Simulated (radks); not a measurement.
Values are calculated unless marked as measured or tabulated.
Spherical quantum dot in the effective-mass picture: electrons in a parabolic well V = omega^2 r^2 / 2 with omega = 0.536, all in effective atomic units (hartree* = m*/eps^2 hartree, bohr* = eps/m* bohr), one dielectric constant everywhere. Level of theory: non-relativistic Kohn-Sham, exchange-only LDA, spin-polarised, spherical densities (a radial shooting solver with Libxc functionals). Levels are named by radial order and angular momentum (1s, 1p, 1d, 2s, ...), and open shells are averaged over m. Results are scaled to m* = 0.033 and eps = 8.7, for which hartree* = 11.86 meV and bohr* = 13.95 nm.

N = 16, configuration 1s2 1p6 1d(up 5, down 3). This is the lowest configuration that the search found. Occupied and some empty levels:

level    occupation  eigenvalue (meV)  <r> (nm)
1s up             1            69.819     33.11
1s down           1            70.068     32.60
1p up             3            72.538     41.01
1p down           3            72.867     40.84
1d up             5            75.678     46.41
1d down           3            76.031     46.42
2s up             0            76.506     39.46
2s down           0            76.717     39.72
1f up             0            79.200     50.65
1f down           0            79.551     50.75
2p up             0            80.525     44.52
2p down           0            80.752     44.58

Energy (meV): total 752.748, kinetic 78.916, external 277.22, Hartree 446.45, exchange-correlation -49.837.

Electron density:

r (nm)  n(r) (e/nm^3)
1.78       0.00001313
6.25       0.00001395
10.7       0.00001568
15.2       0.00001818
19.7       0.00002115
24.1       0.00002406
28.6       0.00002620
33.1       0.00002688
37.5       0.00002564
42.0       0.00002244
46.5       0.00001784
51.0       0.00001272
55.4        8.077e-06
59.9        4.519e-06
64.4        2.225e-06
68.8        9.575e-07
73.3        3.619e-07
77.8        1.193e-07
82.3        3.457e-08
86.7        8.761e-09
